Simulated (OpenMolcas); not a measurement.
Cr4+: moving the ligands

Cr4+ with 6 ligands (water) in octahedral coordination (Th) at 1.91 Å. Ligand basis ANO-RCC-VDZP.

| Item | Value |
| --- | --- |
| Program | OpenMolcas 26.06 |
| Method | CASSCF |
| Basis | ANO-RCC-VTZP [6s5p3d2f1g] |
| Scalar Hamiltonian | DKH2, point nucleus |
| Active space | 2 electrons in 5 orbitals (3d) |
| State averaging | 2S+1 = 3 even, 10 roots; 2S+1 = 1 even, 15 roots |
| Spin-orbit coupling | state interaction with AMFI integrals over the reference wave functions |

Runs around this geometry, states (labels of O, taken over from Oh, the nearest higher group). Energies in cm-1 above the lowest state or level, χT in cm3 K/mol; under a threefold ground state the first gap can be a small split of the lowest multiplet, not the spin-orbit step; 10Dq and B are least-squares fits to the states below 45000 cm-1, weighted by degeneracy, with a free offset, and given where the rms deviation is under 5 % of |10Dq| (or 100 cm-1) and under 700 cm-1.

| R (Å) | Ground state | First state of that spin | 10Dq | B (rms of fit) | First gap with spin-orbit (degeneracies) | χT at 300 K | First state of another spin |
| --- | --- | --- | --- | --- | --- | --- | --- |
| 1.86 | 3T1 | 3T2 21149 | 22592 | 1023 (359) | 6.0 (2, 3) | 0.742 | 1T2 14802 |
| 1.91 | 3T1 | 3T2 18691 | 20038 | 1026 (388) | 7.0 (2, 3) | 0.736 | 1T2 14993 |
| 1.98 | 3T1 | 3T2 15860 | 17075 | 1028 (431) | 8.5 (2, 3) | 0.727 | 1T2 15208 |

Taking |10Dq| as R^-n, n = -ln(17075 / 22592) / ln(1.98 / 1.86) = 4.5 between the shortest and longest distance. The point-charge formula for a cubic d site gives n = 5.

An orbital triplet at a regular site is open to Jahn-Teller coupling, which can distort the site and quench the lowest spin-orbit gaps and is left out. Without dynamic correlation the repulsion within the d shell is too large (B by tens of per cent), so at a given field states of lower spin stand too high. Ligand-to-metal charge-transfer states are missing. With no ligand orbital active B as a rule stays too high, so bands that hang on it stand too high and its fall with covalency is understated. With metal d orbitals alone the field can be off either way by tens of per cent. The least metal-like active orbital is 82 % on the metal (Löwdin) and no ligand orbital is active, so the numbers are rough (holds for R = 1.86; R = 1.91). The least metal-like active orbital is 83 % on the metal (Löwdin) and no ligand orbital is active, so the numbers are rough (holds for R = 1.98). No measured value stands beside these numbers; the geometry is a model, was not optimised and need not be the one that this ion takes.
